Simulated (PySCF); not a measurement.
**How the method changes the constants of CSe⁺**

State: ²Σ⁺ (doublet), unpaired electrons σ ↑. Set-up: PySCF, scalar-relativistic core potentials, basis sets C aug-cc-pVDZ, Se aug-cc-pVDZ-PP with ECP10. De refers to C + Se⁺ in their high-spin ground configurations, without counterpoise correction. The functionals are run spin-unrestricted. A positive dipole points towards Se; it is taken about the centre of mass and depends on that origin. Levels whose curve was spin-contaminated or gave no clean fit are not listed.

```csv
Level,Re (Å),ωe (cm⁻¹),De (eV),μ (D)
ROHF,1.596,1281,1.26,-1.26
ROHF-MP2,1.660,1093,4.52,n/a
ROHF-SCS-MP2,1.657,1098,4.29,n/a
PBE,1.650,1096,5.36,-0.83
revPBE,1.654,1087,5.04,-0.86
BLYP,1.660,1061,5.16,-0.82
TPSSh,1.639,1118,4.80,-0.94
HSE06,1.632,1138,4.80,-0.92
```

Q: What does second-order correlation do here, going from ROHF to ROHF-MP2?

A: ROHF-MP2 less ROHF: +6.4 pm in Re, -14.7 % in ωe, +3.26 eV in De. Correlation nearly always deepens the well. The bond lengthens, as in strong covalent bonds, where excitations into antibonding orbitals dominate.

Correlated steps freeze 5 core orbitals. Correlated levels converge slowly with the basis: in double zeta they bind strong bonds too weakly, by up to about 1 eV, and carry superposition errors of some tenths. Spin–orbit coupling is left out. For an ion De counts to the pair picked by the measured ionisation energies or electron affinities, which need not be the lowest pair at this level. UHF is strongly spin-contaminated for CSe⁺, so the ROHF reference used there is far from stable. The state is the lowest determinant that a PBE0 search found; another state may lie lower at other levels.

The whole job (state search and all levels along the bond) took about 3 min on 1 thread of Arm Neoverse V1 (shared host), peak memory 0.85 GiB.
